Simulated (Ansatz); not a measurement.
`O[SiH](Br)[O][AlH2]`, relaxed with RKS PBE-D4/def2-SVP in Ansatz 0.2.0 from a rough embedded geometry. The force threshold is 0.03 eV/Å; the program also tests the step.

Total charge 0; spin multiplicity 1.

Start:

```xyz
9

O     0.388   -1.416    1.077
Si    0.918   -0.435   -0.176
Br    3.179   -0.372   -0.180
O     0.354    1.107   -0.038
Al   -1.462    1.096   -0.308
H     0.712   -0.936    1.961
H     0.460   -1.056   -1.458
H    -2.032    1.224   -1.795
H    -2.517    0.786    0.917
```

(1) How much energy does the relaxation release, and in how many steps? (An estimate is asked.)

(2) Which bonds change most? (An estimate is asked.)

(3) Give the relaxed structure. (Estimate.)

## Answers

(1) Computed: 14.55 kcal/mol, in 17 steps, 2 of them rejected.

(2) Computed: O4–Al5 from 1.836 to 1.723 Å; O1–H6 from 1.057 to 0.974 Å; Al5–H9 from 1.646 to 1.593 Å; O1–Si2 from 1.677 to 1.664 Å.

(3) Ansatz gave: 
```xyz
9

O     0.772   -1.803    1.080
Si    0.951   -0.794   -0.230
Br    2.689    0.601    0.103
O    -0.371    0.150   -0.506
Al   -1.637    1.310   -0.373
H     0.724   -1.372    1.952
H     1.239   -1.676   -1.391
H    -2.262    1.857   -1.729
H    -2.105    1.727    1.093
```
